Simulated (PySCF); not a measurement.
PySCF input for 1-methyl-2-(1-methylpyrrol-2-yl)pyrrole (C10H12N2), SMILES Cn1cccc1-c1cccn1C, PBE0/pcSseg-1. The structure is a stationary point at B3LYP-D3(BJ)/def2-SVP. Other conformers were not sampled.

```python
import numpy as np
from pyscf import gto, scf, dft
from pyscf.prop.nmr import rks as nmr

mol = gto.M(
    atom='''
    C    -2.01198820   -1.53471521    0.72580448
    N    -0.66918923   -1.70879669    0.21228154
    C    -0.04762990   -2.92659832    0.07183360
    C     1.22241745   -2.71970010   -0.43334514
    C     1.37430356   -1.31918410   -0.61336386
    C     0.18952168   -0.70349286   -0.21082966
    C    -0.18952168    0.70349287   -0.21082966
    C    -1.37430355    1.31918411   -0.61336385
    C    -1.22241745    2.71970011   -0.43334514
    C     0.04762990    2.92659830    0.07183360
    N     0.66918922    1.70879668    0.21228155
    C     2.01198820    1.53471520    0.72580449
    H    -2.08135344   -0.59091944    1.28231079
    H    -2.76235210   -1.51281899   -0.08202033
    H    -2.25023039   -2.36809279    1.40146906
    H    -0.56148119   -3.84463345    0.34847150
    H     1.95708684   -3.49174973   -0.65232113
    H     2.24008580   -0.80584316   -1.02447729
    H    -2.24008580    0.80584317   -1.02447729
    H    -1.95708683    3.49174974   -0.65232112
    H     0.56148120    3.84463344    0.34847151
    H     2.08135344    0.59091944    1.28231080
    H     2.25023038    2.36809279    1.40146906
    H     2.76235211    1.51281900   -0.08202032
    ''',
    basis='pcSseg-1',
    charge=0,
    spin=0,
    max_memory=1600,
    verbose=3,
)
mf = dft.RKS(mol, xc='pbe0').density_fit(auxbasis='def2-universal-jkfit')
mf.grids.level = 3
mf.conv_tol = 1e-10
mf.max_cycle = 100
mf.kernel()
n = nmr.NMR(mf)
n.verbose = 2
n.max_cycle_cphf = 60
sigma = n.kernel()
print('atom   isotropic/ppm   span/ppm')
for i, s in enumerate(sigma):
    w = np.linalg.eigvalsh((s + s.T) / 2)
    print(f'{mol.atom_symbol(i):2s}{i + 1:3d} {w.mean():14.3f} {w[2] - w[0]:11.3f}')
```

Output:

```
converged SCF energy = -497.126868924714
atom   isotropic/ppm   span/ppm
C   1        148.377      49.027
N   2         86.123     181.415
C   3         57.430     137.220
C   4         70.492     172.781
C   5         68.774     158.800
C   6         53.918     137.103
C   7         53.918     137.103
C   8         68.774     158.800
C   9         70.492     172.781
C  10         57.430     137.220
N  11         86.123     181.415
C  12        148.377      49.027
H  13         27.533       8.983
H  14         27.742      11.861
H  15         27.847      11.849
H  16         24.616       6.093
H  17         24.878       4.795
H  18         25.080       7.375
H  19         25.080       7.375
H  20         24.878       4.795
H  21         24.616       6.093
H  22         27.533       8.983
H  23         27.847      11.849
H  24         27.742      11.861
```

Self-consistency was reached.

Cost: very roughly 8 core-minutes.
